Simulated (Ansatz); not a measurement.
Reaction (ligand exchange at the Si–C bond): `[SiH3][CH](S)[SbH2]` + `NC(O)(O)F` → `NC(O)(F)O[SiH3]` + `S[CH2][SbH2]`

Gas-phase electronic energies from Ansatz, PBE0-D4/def2-TZVP geometries. CCSD(T)/CBS adds triple-zeta CCSD(T) − MP2 to the extrapolated MP2 energy (def2 sets, frozen cores). DFT in def2-TZVPP. def2 core potentials past Kr. For Sb outer-core shells are correlated without core-valence functions, which leaves a few kJ/mol of doubt a bond. One conformer a species, not always the lowest.

`[SiH3][CH](S)[SbH2]`:

Cartesian coordinates in Å:
```
Si -0.440 0.858 -1.393
C -0.466 0.084 0.321
S -0.967 -1.637 0.152
Sb 1.470 0.426 1.267
H -0.332 2.335 -1.246
H -1.683 0.529 -2.139
H 0.734 0.353 -2.150
H -1.183 0.633 0.940
H -0.470 -2.112 1.307
H 1.111 -0.643 2.556
H 2.226 -0.826 0.386
```

`NC(O)(O)F`:

Cartesian coordinates in Å:
```
N 0.354 -0.678 0.933
C -0.204 0.105 -0.106
O -0.077 -0.472 -1.341
O 0.352 1.359 -0.156
F -1.552 0.228 0.185
H 1.314 -0.904 0.706
H -0.171 -1.535 1.043
H -0.338 0.179 -2.002
H 0.322 1.718 0.738
```

`NC(O)(F)O[SiH3]`:

```xyz
12

N    -1.249   -1.536    0.461
C    -0.603   -0.274    0.399
O    -1.237    0.567   -0.482
F    -0.685    0.256    1.670
O     0.718   -0.332    0.055
Si    1.590    0.965   -0.534
H    -1.104   -2.032   -0.409
H    -0.866   -2.084    1.221
H    -2.179    0.535   -0.284
H     3.001    0.536   -0.397
H     1.278    1.211   -1.962
H     1.337    2.188    0.264
```

`S[CH2][SbH2]`:

Cartesian coordinates in Å:
```
S 1.778 -0.520 -0.535
C 0.032 -0.084 -0.505
Sb -0.760 -0.583 1.463
H 2.051 -0.135 -1.794
H -0.534 -0.670 -1.230
H -0.121 0.979 -0.683
H -2.265 0.153 1.110
H -0.180 0.859 2.174
```

| level | ΔE (kJ/mol) |
| --- | --- |
| B2PLYP | -84.9 |
| CCSD/CBS(def2) | -80.4 |

Question: What does CCSD(T)/CBS give? (An estimate is asked.)

Answer: Ansatz gave: -75.8 kJ/mol. The listed levels differ from it by -9.1, -4.6 kJ/mol.

Largest T1 diagnostic among the species: 0.013.

In def2-TZVPP, CCSD(T) changes the Hartree–Fock value by +28.2 kJ/mol (the triples alone add +4.6 kJ/mol) and MP2 by +30.9 kJ/mol. From PBE to PBE0 (25 % exact exchange), in def2-TZVPP and without D4, ΔE moves by −3.7 kJ/mol.
